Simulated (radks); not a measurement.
Species: the chlorine ion Cl+. Configuration: [Ne] 3s(up 1, down 1) 3p4.

Method: scalar-relativistic Kohn-Sham, PBE, spin-polarised, spherical densities, finite nucleus; open shells are filled with parallel spins first; Fermi nuclear charge, rms radius 3.3654 fm; computed with a radial shooting solver on a logarithmic mesh with Libxc functionals.

Energy parts (eV):
total: -12543.398
kinetic: 12600.725
electron-nucleus: -29725.381
Hartree: 5336.472
exchange-correlation: -755.214

Orbitals (lengths in bohr, moments of r in powers of bohr):
orbital	occ.	eigenvalue (eV)	<r^4>	<r^2>
1s up	1	-2764.386	0.0003203	0.01114
1s down	1	-2764.033	0.0003202	0.01113
2s up	1	-265.5194	0.09922	0.2344
2s down	1	-265.1948	0.09881	0.2342
2p up	3	-204.5489	0.09100	0.2062
2p down	3	-204.0874	0.09049	0.2060
3s up	1	-33.0282	10.61	2.546
3s down	1	-30.7685	11.14	2.589
3p up	3	-20.2960	20.14	3.373
3p down	1	-18.1849	22.72	3.536

The highest occupied level is 3p down at -18.185 eV. Summed over all electrons, <r^2> = 20.52 bohr^2, which gives a Langevin (diamagnetic) susceptibility term of -16.2 x 10^-6 cm^3/mol.
